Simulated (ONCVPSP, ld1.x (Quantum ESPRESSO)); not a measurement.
# Potentials for boron compared

Generated with ld1.x 7.5 (TM, RRKJ, ultrasoft, PAW), atompaw 4.2 or ONCVPSP 4.0.1. The cutoff is in Ry: for ld1.x and atompaw files where the sum of valence levels is converged to 10 mRy in a Bessel basis, for ONCV files where the hardest occupied wave has 1 mHa per electron of residual kinetic energy. The error is the largest all-electron minus pseudo excitation energy over each file’s own four to seven test configurations (ionisations up to +4, promotions, holes and added fractions of an electron), all of which were solved. The labels leave out finer settings (local radius, basis sizes, second energies), which also bear on the numbers. Spin-polarised tests are not counted. The rows are a selection from randomly drawn settings: files with unsolved tests, undetermined cutoffs or missed reference levels are left out.

| potential | cutoff (Ry) | largest error (meV) | bound ghosts |
| --- | --- | --- | --- |
| ONCV, LDA (Perdew-Zunger), scalar-relativistic, rc 0.95/1.00 (sp), local smoothed, core correction yes, reference 2s1, qcut 8/9.7, projectors 1/2 | 40 | +41 | none |
| ONCV, PBE, scalar-relativistic, rc 1.65/2.25/1.75 (spd), local smoothed, core correction yes, reference 2s1 2p2, qcut 5.1/7.4/4.6, projectors 1/2/1 | 24 | +194 | none |
| ONCV, PBE, scalar-relativistic, rc 1.40/2.25 (sp), local smoothed, core correction yes, reference 2s1.75 2p1.25, qcut 5.7/7.4, projectors 2/1 | 25 | +125 | none |
| PAW, PBE, scalar-relativistic, rc 1.15/3.20/2.35 (spd), local smoothed, core correction yes, reference 2s2 2p1 | 21 | -6.6 | none |
| TM semilocal, PBEsol, non-relativistic, rc 1.65/3.30/3.40 (spd), local p, core correction yes, reference 2s1 2p2 | 15 | +603 | none |
| TM, LDA (PZ), scalar-relativistic, rc 1.35/1.95 (sp), local p, core correction no, reference 2s2 2p1 | 25 | +130 | none |

**Question.** Fill in the row for B: PAW, PBE, non-relativistic, rc 0.75/2.75 (sp), local smoothed, core correction no, reference 1s2 2s1 2p2.

**Answer.** cutoff 160 Ry, largest error +21 meV, bound ghosts: none.

**Question.** Fill in the row for B: ONCV, PBEsol, scalar-relativistic, rc 1.10/2.00 (sp), local s, core correction yes, reference 2s2 2p1, qcut 6/4.2, projectors 0/1.

**Answer.** cutoff 25 Ry, largest error +132 meV, bound ghosts: none.

**Question.** Fill in the row for B: RRKJ, BP86, non-relativistic, rc 1.00/2.55/2.55 (spd), local s, core correction no, reference 2s2 2p0.

**Answer.** cutoff 60 Ry, largest error +157 meV, bound ghosts: none.
